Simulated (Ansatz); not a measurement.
Start from `N=C[SiH](N)F` and change one atom or group to get `N[SiH](F)S`.

Ansatz, PBE0-D4/def2-TZVP geometries, multiplicity 1. Each molecule was computed in one conformer, which needn't be the lowest.

| property | `N=C[SiH](N)F` |
| --- | --- |
| LUMO energy (PBE0/def2-TZVPP) / eV | -1.15 |
| HOMO–LUMO gap (ωB97M-V/def2-TZVPP) / eV | 10.61 |
| LUMO energy (ωB97M-V/def2-TZVPP) / eV | 1.00 |
| HOMO energy (PBE0/def2-TZVPP) / eV | -7.29 |
| ideal-gas entropy at 298 K and 1 bar (rigid rotor, harmonic PBE0-D4/def2-TZVP) / J/(mol·K) | 336 |
| HOMO–LUMO gap (PBE/def2-TZVPP) / eV | 3.60 |

(1) What does the change do to each property? (An estimate is asked.)

## Answers

(1) The calculation gave: 
```json
{"property": "LUMO energy (PBE0/def2-TZVPP) / eV", "`N[SiH](F)S`": "0.40", "shift": "1.55"}
{"property": "HOMO–LUMO gap (ωB97M-V/def2-TZVPP) / eV", "`N[SiH](F)S`": "11.95", "shift": "1.34"}
{"property": "LUMO energy (ωB97M-V/def2-TZVPP) / eV", "`N[SiH](F)S`": "2.07", "shift": "1.07"}
{"property": "HOMO energy (PBE0/def2-TZVPP) / eV", "`N[SiH](F)S`": "-7.67", "shift": "-0.38"}
{"property": "ideal-gas entropy at 298 K and 1 bar (rigid rotor, harmonic PBE0-D4/def2-TZVP) / J/(mol·K)", "`N[SiH](F)S`": "324", "shift": "-12"}
{"property": "HOMO–LUMO gap (PBE/def2-TZVPP) / eV", "`N[SiH](F)S`": "5.89", "shift": "2.29"}
```

With PBE0 the HOMO falls by 0.38 eV and the LUMO rises by 1.55 eV, so the gap widens by about 1.93 eV. PBE moves the HOMO by -0.59 eV and ωB97M-V by -0.26 eV. The zero-point energy changes by -57.5 kJ/mol with -6 modes.
